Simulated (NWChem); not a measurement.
C5H6; SMILES C#CCC=C

```xyz
11

C      0.4605     2.4147     0.0704
C     -0.1049     1.3479     0.0507
C     -0.7781     0.0448     0.0091
C      0.1421    -1.0763    -0.4291
C      0.3580    -2.1881     0.2718
H      0.9614     3.3553     0.0947
H     -1.2019    -0.1889     0.9947
H     -1.6305     0.1100    -0.6851
H      0.6390    -0.9284    -1.3871
H     -0.1158    -2.3594     1.2364
H      1.0175    -2.9714    -0.0917
```
Atoms are numbered in this order, from 1.

Level: B3LYP/6-31G* (spherical d) (NWChem), optimised geometry, unscaled harmonic frequencies. 

```csv
frequency (cm⁻¹),IR intensity (km/mol)
90,0.0
188,0.4
341,2.2
407,1.2
476,3.9
600,48.8
619,43.9
644,8.9
907,1.2
935,18.0
947,24.0
988,2.0
1034,12.5
1139,2.3
1258,0.1
1328,8.9
1347,7.0
1474,2.2
1493,4.7
1734,7.8
2240,2.0
3013,17.8
3064,10.8
3158,11.8
3172,7.9
3240,18.3
3497,55.8
```

```
Quantity                                                                            Value
-----------------------------------------------------------------------  ----------------
zero-point energy                                                           56.2 kcal/mol
thermal correction to the enthalpy at 298.15 K (with zero-point energy)     60.4 kcal/mol
heat capacity Cv                                                         20.1 cal/(mol K)
entropy at 298.15 K and 1 atm (symmetry number 1)                        74.6 cal/(mol K)
dipole moment                                                                      0.51 D
```

Rigid rotor and harmonic oscillator; modes under 100 cm⁻¹ make the entropy uncertain.
